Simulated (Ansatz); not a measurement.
Input file for Ansatz (an electronic-structure program): R-B3LYP/def2-TZVPP on BFH2Se2 (SMILES FB([SeH])[SeH]), a point of a torsion scan.

Ansatz 0.2 input:
```yaml
crystal:
  periodic: [false, false, false]
  atoms:
    - {symbol: F, position_ang: [0.38070196, 2.03329297, 0.29651917]}
    - {symbol: B, position_ang: [0.18702481, 0.76748739, 0.02426178]}
    - {symbol: Se, position_ang: [-1.66934714, 0.18142771, -0.46244316]}
    - {symbol: Se, position_ang: [1.70466371, -0.38139833, 0.10606586]}
    - {symbol: H, position_ang: [-2.05685162, -0.12053873, 0.88869479]}
    - {symbol: H, position_ang: [1.03703546, -1.60105530, -0.27840331]}
basis:
  gaussian:
    orbitals: def2-TZVPP
hamiltonian:
  xc: {name: B3LYP}
scf: {lower_state_search: off}
```

It printed:

```
WARN ansatz: RAYON_NUM_THREADS=1 ignored (pool sized by the plan → 1); use --threads N
Functional definition: B3LYP
these checks for a lower state are left out or cut short: stability, starts, cluster_reference, orbital_swaps, neighbouring_geometries, increment
integrals: 0.12 GiB planned
1261 factors; their error is unknown
mean field: 1.07 GiB planned
mean field evaluation 1: about -134128.6275 eV, gradient 3.2e1 eV
mean field evaluation 2: about -134126.4691 eV, gradient 5.1e1 eV
mean field evaluation 4: about -134130.2899 eV, gradient 1.6e0 eV
mean field evaluation 8: about -134130.9588 eV, gradient 4.6e-1 eV
mean field evaluation 16: about -134130.9590 eV, gradient 1.6e-5 eV
mean field -134130.95895961 eV, -4929.2218245364 hartree, gradient 5.0e-6 eV, S^2 0.000000; 0 other end points of the search recorded, 0 dependent functions left out
reference -134130.95919709 eV, -4929.2218332634 hartree; 42, 42 occupied and 144, 144 virtual orbitals, 1261 factors
Total energy: -134130.95919709 eV, -4929.2218332634 hartree
Checks for a lower state left out: stability, starts, cluster_reference, orbital_swaps, neighbouring_geometries, increment
```

The calculation finished and met its thresholds.

Cost: about 3.0 core-seconds (a rough figure).
